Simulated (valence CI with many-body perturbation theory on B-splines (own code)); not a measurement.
Ni XV: electric-dipole lines

Method: configuration interaction combined with many-body perturbation theory (CI+MBPT): four valence electrons over a frozen Dirac-Fock core [Ne], radial functions for each j: 11 s, 11 p, 10 d, 8 f, 5 g, 2 h, with the one-electron correlation potential Σ1 (screened to all orders), the two-electron term Σ2, the three-electron term Σ3, Breit, model QED; selected single and double excitations, second order for the rest, scaled by the run's own slope (own B-spline code, finite nucleus).

No measured spectrum was set against this ion. As an estimate, levels of excited configurations hold to 0.05 to 0.15 % of their energy, terms of the ground configuration to about 0.5 %. Among the levels kept, up to 810 cm⁻¹ of a level comes from second order outside the variational space, and about a tenth of that is noise between levels of different J, which matters for small intervals.

Lines 51 to 100 of 562 in falling wavelength, among levels below 1380400 cm⁻¹, chosen from the strongest by gf and those to the six lowest levels. Wavelengths and rates use the calculated energies, so an error of 200 cm⁻¹ moves a line at 293.1 Å by 0.059 % and its rate by three times that or more. Electric multipoles are in the length gauge with retardation, E1 and E2 with the static RPA response of the core. Weak lines are less certain than strong ones. Lines between different terms over intervals too small for the method are left out, as are lines whose strength nearly cancels. Where a level lies close to another of its J and parity, the split of strength between their lines is uncertain. The highest levels of a list are the least certain.

Names give the largest LS component (configuration and term), which can be under half, so a name can repeat, a term be missing and a line seem to break the LS rules; names also repeat where a configuration has a term twice. Letters in brackets count levels of one name in rising energy.

```csv
λ vac (Å),Upper,Lower,A (s⁻¹),log gf,Branch %
293.1,3p3 3d 1F°_3 [b],3s 3p2 3d 1D_2 [a],1.92e+09,-0.76,4.9
291.9,3p3 3d 5D°_1,3s 3p2 3d 5P_1,3.36e+09,-0.89,8.5
291.8,3s 3p2 3d 1D_2 [b],3s2 3p 3d 1P°_1,2.75e+09,-0.76,4.5
291.0,3p3 3d 3F°_4 [b],3s 3p2 3d 3F_4 [b],2.54e+09,-0.54,10.2
288.9,3p3 3d 3P°_2 [b],3s 3p2 3d 3F_3 [b],2.21e+09,-0.86,4.3
287.8,3p3 3d 5D°_2,3s 3p2 3d 5P_2,3.60e+09,-0.65,9.1
287.7,3p3 3d 3F°_4 [a],3s 3p2 3d 5P_3,1.75e+09,-0.71,8.7
287.1,3p3 3d 3F°_3 [a],3s 3p2 3d 3F_4 [a],1.67e+09,-0.84,10.4
286.6,3s 3p2 3d 3D_3 [b],3s2 3p 3d 1D°_2,1.58e+09,-0.87,5.0
286.0,3p3 3d 1D°_2 [b],3s 3p2 3d 1D_2 [a],1.97e+09,-0.92,2.5
284.6,3p3 3d 3F°_3 [b],3s 3p2 3d 3F_3 [b],1.36e+09,-0.94,5.4
284.5,3p3 3d 5D°_3,3s 3p2 3d 5P_2,2.32e+09,-0.71,6.6
283.9,3s 3p2 3d 3G_5,3s2 3p 3d 3F°_4,8.03e+09,0.03,100.0
282.2,3p3 3d 3F°_2 [a],3s 3p2 3d 3F_3 [a],2.34e+09,-0.86,21.6
282.1,3p4 3P_2,3s 3p3 3D°_3,6.18e+09,-0.43,59.2
280.7,3p3 3d 3F°_4 [a],3s 3p2 3d 3F_4 [a],1.70e+09,-0.74,8.4
280.6,3p3 3d 5D°_3,3s 3p2 3d 5P_3,2.43e+09,-0.70,6.9
279.5,3p3 3d 5D°_4,3s 3p2 3d 5P_3,2.73e+09,-0.54,9.1
279.2,3s 3p3 3P°_1,3s2 3p2 3P_2,9.43e+08,-1.48,17.1
278.5,3p3 3d 3F°_3 [a],3s 3p2 3d 3F_3 [a],1.63e+09,-0.88,10.2
278.3,3s 3p3 3P°_2,3s2 3p2 3P_2,4.47e+09,-0.59,92.1
277.9,3s 3p3 1D°_2,3s2 3p2 1D_2,6.46e+09,-0.43,95.2
277.3,3p3 3d 3F°_2 [b],3s 3p2 3d 3F_2 [b],2.85e+09,-0.78,11.5
276.8,3p3 3d 3F°_2 [a],3s 3p2 3d 3F_2 [a],2.34e+09,-0.87,21.6
276.3,3s 3p 3d2 3D°_3,3s 3p2 3d 3D_3 [d],2.61e+09,-0.68,4.3
275.3,3s 3p2 3d 3F_3 [c],3s2 3p 3d 3D°_2,2.91e+09,-0.64,4.6
274.9,3s 3p2 3d 3G_4,3s2 3p 3d 3F°_3,8.72e+09,-0.05,94.5
274.0,3p3 3d 5D°_3,3s 3p2 3d 3F_4 [a],3.10e+09,-0.61,8.8
272.9,3p3 3d 5D°_4,3s 3p2 3d 3F_4 [a],3.43e+09,-0.46,11.5
272.9,3s 3p3 3S°_1,3s2 3p2 1S_0,6.04e+08,-1.69,0.9
271.6,3p3 3d 3D°_2,3s 3p2 3d 3F_3 [a],2.39e+09,-0.88,14.7
271.5,3s 3p2 3d 3F_2 [c],3s2 3p 3d 3P°_1 [b],2.96e+09,-0.79,4.1
270.9,3p3 3d 3P°_2 [a],3s 3p2 3d 3D_3 [a],3.60e+09,-0.70,6.5
270.8,3s 3p3 3P°_0,3s2 3p2 3P_1,5.41e+09,-1.23,100.0
270.7,3p3 3d 1D°_2 [c],3s 3p2 3d 1D_2 [a],4.42e+09,-0.61,5.8
270.4,3p3 3d 3D°_3 [a],3s 3p2 3d 3F_3 [a],3.03e+09,-0.63,18.1
269.9,3s 3p2 3d 3G_3,3s2 3p 3d 3F°_2,8.91e+09,-0.17,84.9
269.8,3s 3p3 3P°_1,3s2 3p2 3P_1,2.87e+09,-1.03,52.2
268.9,3s 3p3 3P°_2,3s2 3p2 3P_1,3.66e+08,-1.70,7.5
267.2,3s 3p2 3d 3D_3 [c],3s2 3p 3d 3D°_2,1.75e+09,-0.88,3.2
267.0,3p3 3d 3F°_4 [b],3s 3p2 3d 1F_3 [a],1.38e+09,-0.88,5.5
266.6,3p3 3d 3D°_2,3s 3p2 3d 3F_2 [a],2.72e+09,-0.84,16.8
266.5,3s 3p2 3d 3F_3 [c],3s2 3p 3d 1D°_2,1.62e+09,-0.92,2.5
265.4,3s 3p2 3d 3F_4 [c],3s2 3p 3d 3D°_3,1.20e+10,0.06,19.0
265.2,3p3 3d 3D°_1 [a],3s 3p2 3d 3F_2 [a],5.63e+09,-0.75,30.6
264.7,3p3 3d 3D°_1 [b],3s 3p2 3d 3F_2 [c],4.82e+09,-0.82,6.0
263.9,3p4 3P_1,3s 3p3 3D°_2,5.30e+09,-0.78,48.9
263.2,3p3 3d 3D°_3 [c],3s 3p2 3d 3F_3 [c],2.25e+09,-0.79,2.9
261.7,3p3 3d 3F°_3 [a],3s 3p2 3d 5D_4,2.49e+09,-0.75,15.6
261.1,3p3 3d 3F°_3 [b],3s 3p2 3d 3D_2 [a],4.24e+09,-0.52,16.7
```

(1) How does gf follow from A for the line at 261.7 Å?

Answers

(1) gf = 1.4992 × (2J+1)_upper × A / σ², with σ = 382098 cm⁻¹ and 2J+1 = 7: gf = 0.179.
